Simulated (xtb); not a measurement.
H4O4Ti, singlet, from a rough starting geometry (GFN-xTB shapes and energies of metal compounds can be far from the true ones); GFN2-xTB run with xtb.

Here is a job for xtb.
```
$ xtb mol.xyz --gfn 2 --opt vtight --json

# file mol.xyz
9

Ti     0.07126093    -0.06378406    -0.02312455
O      1.42475740    -0.36310173    -1.10709675
H      2.30027939    -0.15728021    -1.20340872
O      0.48107879     0.02200963     1.57969290
H      0.52400672     0.85607810     2.19514560
O     -0.74183016     1.45254799    -0.45083052
H     -1.30293045     1.50480496    -1.27283226
O     -1.19519564    -1.37505989    -0.17235993
H     -1.56102636    -1.86698858     0.41474987
```

### Question
Predict the main parts of the log of this xtb run.

### Answer

```
   ID    Z sym.   atoms
    1   22 Ti     1
    2    8 O      2, 4, 6, 8
    3    1 H      3, 5, 7, 9

           -------------------------------------------------
          |                Calculation Setup                |
           -------------------------------------------------

           -------------------------------------------------
          |                 G F N 2 - x T B                 |
           -------------------------------------------------

          ...................................................
          :                      SETUP                      :
          :.................................................:
          :  # basis functions                  30          :
          :  # atomic orbitals                  29          :
          :  # shells                           15          :
          :  # electrons                        32          :
          :  max. iterations                   250          :
          :  Hamiltonian                  GFN2-xTB          :
          :  restarted?                      false          :
          :  GBSA solvation                  false          :
          :  PC potential                    false          :
          :  electronic temp.          300.0000000     K    :
          :  accuracy                    1.0000000          :
          :  -> integral cutoff          0.2500000E+02      :
          :  -> integral neglect         0.1000000E-07      :
          :  -> SCF convergence          0.1000000E-05 Eh   :
          :  -> wf. convergence          0.1000000E-03 e    :
          :  Broyden damping             0.4000000          :
          :  net charge                          0          :
          :  unpaired electrons                  0          :
          ...................................................

 iter      E             dE          RMSdq      gap      omega  full diag
   1    -20.0516486 -0.200516E+02  0.658E+00    3.70       0.0  T
   2    -20.1634279 -0.111779E+00  0.416E+00    5.26       1.0  T
   3    -20.1719349 -0.850694E-02  0.210E+00    4.66       1.0  T
   4    -20.1720037 -0.688385E-04  0.533E-01    4.41       1.0  T
   5    -20.1726065 -0.602761E-03  0.131E-01    4.61       1.0  T
   6    -20.1726678 -0.613330E-04  0.774E-02    4.55       1.0  T
   7    -20.1726790 -0.112139E-04  0.285E-02    4.59       1.2  T
   8    -20.1726809 -0.188515E-05  0.404E-03    4.58       8.2  T
[...]
 * total energy  :   -20.0575521 Eh     change       -0.4660797E-05 Eh
 * total energy  :   -20.0575535 Eh     change       -0.1482732E-05 Eh
 * total energy  :   -20.0575540 Eh     change       -0.4720453E-06 Eh
 * total energy  :   -20.0575545 Eh     change       -0.4676554E-06 Eh
 * total energy  :   -20.0575554 Eh     change       -0.8890976E-06 Eh
 * total energy  :   -20.0575559 Eh     change       -0.5627438E-06 Eh
 * total energy  :   -20.0575572 Eh     change       -0.1256009E-05 Eh
 * total energy  :   -20.0575581 Eh     change       -0.9185143E-06 Eh
 * total energy  :   -20.0575592 Eh     change       -0.1071021E-05 Eh
 * total energy  :   -20.0575598 Eh     change       -0.5743273E-06 Eh
 * total energy  :   -20.0575599 Eh     change       -0.1795932E-06 Eh
 * total energy  :   -20.0575600 Eh     change       -0.6255668E-07 Eh
   *** GEOMETRY OPTIMIZATION CONVERGED AFTER 50 ITERATIONS ***
         :: total energy             -20.057559995327 Eh    ::
[...]
     2   8 O        1.532    -0.610    25.500     6.812
     3   1 H        0.822     0.320     0.662     1.277
     4   8 O        1.532    -0.610    25.502     6.812
     5   1 H        0.822     0.320     0.662     1.277
     6   8 O        1.532    -0.610    25.500     6.812
     7   1 H        0.822     0.320     0.662     1.277
     8   8 O        1.532    -0.610    25.499     6.812
     9   1 H        0.822     0.320     0.662     1.277

 Mol. C6AA /au·bohr⁶  :       1046.277734
 Mol. C8AA /au·bohr⁸  :      41181.869208
 Mol. α(0) /au        :         56.937962

Wiberg/Mayer (AO) data.
largest (>0.10) Wiberg bond orders for each atom

 ---------------------------------------------------------------------------
     #   Z sym  total        # sym  WBO       # sym  WBO       # sym  WBO
 ---------------------------------------------------------------------------
     1  22 Ti   4.420 --     6 O    1.057     8 O    1.057     2 O    1.057
                             4 O    1.057
     2   8 O    2.038 --     1 Ti   1.057     3 H    0.847
     3   1 H    0.898 --     2 O    0.847
     4   8 O    2.038 --     1 Ti   1.057     5 H    0.847
     5   1 H    0.898 --     4 O    0.847
     6   8 O    2.038 --     1 Ti   1.057     7 H    0.847
     7   1 H    0.898 --     6 O    0.847
     8   8 O    2.038 --     1 Ti   1.057     9 H    0.847
     9   1 H    0.898 --     8 O    0.847
 ---------------------------------------------------------------------------

Topologies differ in total number of bonds
Writing topology from bond orders to xtbtopo.mol

molecular dipole:
                 x           y           z       tot (Debye)
 q only:        0.001       0.008      -0.003
   full:        0.001       0.009      -0.003       0.024
molecular quadrupole (traceless):
                xx          xy          yy          xz          yz          zz
 q only:        0.312      -0.125       0.140       0.271       0.485      -0.452
  q+dip:        0.378      -0.148       0.166       0.324       0.588      -0.543
   full:        0.485      -0.205       0.223       0.431       0.756      -0.709

optimized geometry written to: xtbopt.xyz

           -------------------------------------------------
          | TOTAL ENERGY              -20.057559995327 Eh   |
          | GRADIENT NORM               0.000074186648 Eh/α |
          | HOMO-LUMO GAP               4.819714220751 eV   |
           -------------------------------------------------
```
